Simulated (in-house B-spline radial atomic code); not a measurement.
Successive ionisation energies of molybdenum; each step leads to the configuration of the next row (after the last: [Ar] 3d10 4s1). Dirac energy differences include first-order Breit, QED and recoil terms. NIST's values go from ground level to ground level; the uncertainty of those that are theory runs from under 0.1 % in few-electron ions to several per cent in heavy many-electron ones. Computed with a radial B-spline atomic code at the basis-set limit: Dirac-Hartree-Fock, jj configuration that fills j = l - 1/2 first, finite nuclei.

A number in brackets counts the electrons of a j subshell.

```csv
ion,configuration,ionisation energy (eV),tabulated value (eV),tabulated kind,computed minus tabulated (eV),highest orbital,largest mean radius (bohr)
Mo,[Kr] 4d3/2(4) 4d5/2(1) 5s1,5.58,7.09243,measured,-1.51,5s1/2,3.9282
Mo+,[Kr] 4d3/2(4) 4d5/2(1),13.32,16.16,semi-empirical,-2.84,4d5/2,1.8902
Mo2+,[Kr] 4d3/2(4),25.62,27.13,semi-empirical,-1.51,4d3/2,1.7064
Mo3+,[Kr] 4d3/2(3),38.54,40.33,semi-empirical,-1.79,4d3/2,1.5993
Mo4+,[Kr] 4d3/2(2),52.61,54.417,semi-empirical,-1.81,4d3/2,1.5156
Mo5+,[Kr] 4d3/2(1),?,?,measured,?,?,?
Mo6+,[Ar] 3d10 4s2 4p6,124.46,125.638,semi-empirical,-1.18,4p3/2,1.1664
Mo7+,[Ar] 3d10 4s2 4p1/2(2) 4p3/2(3),?,?,measured,?,?,?
Mo8+,[Ar] 3d10 4s2 4p1/2(2) 4p3/2(2),163.58,164.12,measured,-0.54,4p3/2,1.1182
Mo9+,[Ar] 3d10 4s2 4p1/2(2) 4p3/2(1),184.05,186.3,semi-empirical,-2.25,4p3/2,1.0966
Mo10+,[Ar] 3d10 4s2 4p1/2(2),?,?,tabulated theory,?,?,?
Mo11+,[Ar] 3d10 4s2 4p1/2(1),229.76,230.28,semi-empirical,-0.52,4p1/2,1.0406
Mo12+,[Ar] 3d10 4s2,276.62,279.1,semi-empirical,-2.48,4s1/2,0.98435
```

**Question.** Fill in the row of Mo5+.

**Answer.** ionisation energy (eV): 67.70; tabulated value (eV): 68.82704; computed minus tabulated (eV): -1.13; highest orbital: 4d3/2; largest mean radius (bohr): 1.4467.

**Question.** Fill in the row of Mo7+.

**Answer.** ionisation energy (eV): 143.70; tabulated value (eV): 143.6; computed minus tabulated (eV): 0.10; highest orbital: 4p3/2; largest mean radius (bohr): 1.1412.

**Question.** Fill in the row of Mo10+.

**Answer.** ionisation energy (eV): 207.00; tabulated value (eV): 209.3; computed minus tabulated (eV): -2.30; highest orbital: 4p1/2; largest mean radius (bohr): 1.0609.

**Question.** Where is the largest jump?

**Answer.** From Mo to Mo+, by a factor of 2.39 (5.5831 to 13.318 eV); the highest orbital goes from 5s1/2 to 4d5/2.

**Question.** How far is this level of theory from the measured and semi-empirical values?

**Answer.** Over those 12 rows the differences run from -2.84 to +0.103 eV (mean absolute value 1.5 eV). The calculation leaves out correlation and, in open shells, the multiplet splittings that an average leaves out.
